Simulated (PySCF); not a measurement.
## Radial density of Ag- (silver, charge -1)

UHF, [Kr] 4d10 5s2, closed-shell 1S. Computed with PySCF 2.14 in def2-QZVPPD with the def2 core potential (28 electrons) (7s5p4d4f2g, 88 functions), with scalar relativity through the core potential. This is the valence pseudo-density: the core potential removes the inner electrons and smooths the orbitals near the nucleus.

| r (bohr) | 4πr²ρ (e/bohr) |
| --- | --- |
| 0.0168 | 1.572e-05 |
| 0.0283 | 3.927e-05 |
| 0.0476 | 8.817e-05 |
| 0.0800 | 0.0002866 |
| 0.135 | 0.002766 |
| 0.226 | 0.04220 |
| 0.381 | 0.9521 |
| 0.640 | 11.48 |
| 1.08 | 16.52 |
| 1.81 | 4.501 |
| 3.05 | 0.9141 |
| 5.13 | 0.3175 |
| 8.62 | 0.03797 |
| 14.5 | 1.608e-05 |

Energies and moments cover only the electrons outside the core potential.
